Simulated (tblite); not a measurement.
Species: C7H10F (charge +1).
Atom-mapped SMILES: `[CH2:1]=[C:2]([CH3:3])/[CH:4]=[C:5](/[F:6])[CH+:7][CH3:8]` (hydrogens: H9, H10 on C1; H11, H12, H13 on C3; H14 on C4; H15 on C7; H16, H17, H18 on C8)
Bond orders are those of one Lewis drawing.

Computed with GFN2-xTB (tblite), gas phase: L-BFGS steps from a force-field or distance-geometry start until the largest atomic force falls under 0.01 eV/Å.

At the end of the run (lengths in Å): C4=C5 1.394, C5–C7 1.381, C2–C4 1.417, C7–C8 1.450, C1=C2 1.363, C7–H15 1.079, C3–H11 1.086, C5–C7–C8 123.5°, C1–C2–C4 116.3°, C3–C2–C4 123.5°, C1–C2–C3 120.3°, C1–C2–C4–C5 179°, C2–C4–C5–F6 179°, C4–C5–C7–C8 -179°, H16–C8–C7–C5 -124°, H15–C7–C8–H16 56°.

Task: These geometries were met on the way; a selection of coordinates is given. Order them by energy above the end point, lowest first.
A. C4=C5 1.392, C5–C7 1.382, C2–C4 1.417, C7–C8 1.451, C1=C2 1.363, C7–H15 1.078, C3–H11 1.086, C5–C7–C8 122.0°, C1–C2–C4 116.7°, C3–C2–C4 123.3°, C1–C2–C3 120.0°, C1–C2–C4–C5 179°, C2–C4–C5–F6 177°, C4–C5–C7–C8 178°, H16–C8–C7–C5 -165°, H15–C7–C8–H16 16°
B. C4=C5 1.343, C5–C7 1.431, C2–C4 1.463, C7–C8 1.493, C1=C2 1.333, C7–H15 1.079, C3–H11 1.106, C5–C7–C8 119.9°, C1–C2–C4 118.9°, C3–C2–C4 121.4°, C1–C2–C3 119.7°, C1–C2–C4–C5 177°, C2–C4–C5–F6 179°, C4–C5–C7–C8 179°, H16–C8–C7–C5 -166°, H15–C7–C8–H16 22°
C. C4=C5 1.406, C5–C7 1.387, C2–C4 1.423, C7–C8 1.461, C1=C2 1.365, C7–H15 1.091, C3–H11 1.089, C5–C7–C8 121.5°, C1–C2–C4 117.6°, C3–C2–C4 123.6°, C1–C2–C3 118.8°, C1–C2–C4–C5 177°, C2–C4–C5–F6 179°, C4–C5–C7–C8 178°, H16–C8–C7–C5 -165°, H15–C7–C8–H16 19°
D. C4=C5 1.392, C5–C7 1.385, C2–C4 1.425, C7–C8 1.452, C1=C2 1.360, C7–H15 1.075, C3–H11 1.087, C5–C7–C8 122.6°, C1–C2–C4 117.5°, C3–C2–C4 123.1°, C1–C2–C3 119.4°, C1–C2–C4–C5 178°, C2–C4–C5–F6 179°, C4–C5–C7–C8 178°, H16–C8–C7–C5 -165°, H15–C7–C8–H16 17°
E. C4=C5 1.427, C5–C7 1.376, C2–C4 1.409, C7–C8 1.465, C1=C2 1.385, C7–H15 1.102, C3–H11 1.090, C5–C7–C8 121.2°, C1–C2–C4 117.1°, C3–C2–C4 124.7°, C1–C2–C3 118.2°, C1–C2–C4–C5 177°, C2–C4–C5–F6 179°, C4–C5–C7–C8 178°, H16–C8–C7–C5 -165°, H15–C7–C8–H16 20°

Result: A (0.020 eV), D (0.035 eV), C (0.062 eV), E (0.107 eV), B (0.263 eV).

| step | E above end (eV) | rms distance from the end, all atoms (Å) | largest force (eV/Å) | rms shift of all bonds from the end (Å) |
| --- | --- | --- | --- | --- |
| 13 | 0.020 | 0.306 | 0.068 | 0.003 |
| 4 | 0.035 | 0.309 | 0.265 | 0.004 |
| 2 | 0.062 | 0.310 | 0.461 | 0.007 |
| 1 | 0.107 | 0.311 | 1.298 | 0.013 |
| 0 | 0.263 | 0.312 | 3.219 | 0.026 |

Rows stand in the order of the answer.
